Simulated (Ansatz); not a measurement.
Abridged output of a molecular run in Ansatz:

```
Functional definition: HF
1592 factors; integrals over basis functions are off by at most 1.1e-3 eV
mean field evaluation 1: about -22332.1140 eV, gradient 3.9e1 eV
mean field evaluation 2: about -22332.4414 eV, gradient 4.0e1 eV
mean field evaluation 4: about -22336.1803 eV, gradient 4.5e0 eV
mean field evaluation 8: about -22336.2517 eV, gradient 2.7e-1 eV
mean field -22336.25224026 eV, -820.8421297739 hartree, gradient 7.0e-6 eV, S^2 0.000000; 0 other end points of the search recorded, 0 dependent functions left out
13 core orbitals not correlated: weight in the atoms' cores, before any rotation towards them, 1.000 or more for the frozen orbitals, at most 0.000 for the correlated occupied ones
reference -22336.25224026 eV, -820.8421297739 hartree; 15, 15 occupied and 247, 247 virtual orbitals, 1592 factors
second order -23.02783111 eV of doubles, -0.00000000 eV of singles
cycle   1  -23.72330890 eV  change   -7.0e-1 eV  update   1.0e-1
cycle   2  -24.30814105 eV  change   -5.8e-1 eV  update   2.8e-2
cycle   3  -24.40451276 eV  change   -9.6e-2 eV  update   1.2e-2
cycle   4  -24.39706112 eV  change    7.5e-3 eV  update   2.8e-3
cycle   5  -24.39715304 eV  change   -9.2e-5 eV  update   1.2e-3
cycle   6  -24.39720369 eV  change   -5.1e-5 eV  update   3.6e-4
cycle   7  -24.39703629 eV  change    1.7e-4 eV  update   1.5e-4
cycle   8  -24.39704566 eV  change   -9.4e-6 eV  update   5.1e-5
cycle   9  -24.39705534 eV  change   -9.7e-6 eV  update   1.9e-5
perturbative correction -1.06985163 eV, -0.0393163222 hartree
Total energy: -22361.71914723 eV, -821.7780213430 hartree
```

Its atoms:

```xyz
12

C    -1.389    1.348   -0.610
Si    0.095    0.236   -0.659
N     0.903   -0.075    0.830
C     0.852   -1.526    0.867
S    -0.245   -1.876   -0.580
H    -1.927    1.303   -1.561
H    -1.081    2.386   -0.453
H    -2.068    1.056    0.193
H     0.962    0.697   -1.785
H     1.683    0.383    1.271
H     1.822   -2.008    0.709
H     0.393   -1.924    1.777
```

Question: Which basis set was used?
A. cc-pV(Q+d)Z
B. cc-pV(D+d)Z
C. def2-SVPD
D. def2-TZVPP

Answer: D. It gives 275 functions.

Question: Write the keys of the input that set method, charge and spin (a neutral closed shell needs none for the last two).

Answer: 
```yaml
correlation: {method: ccsd_t}
```
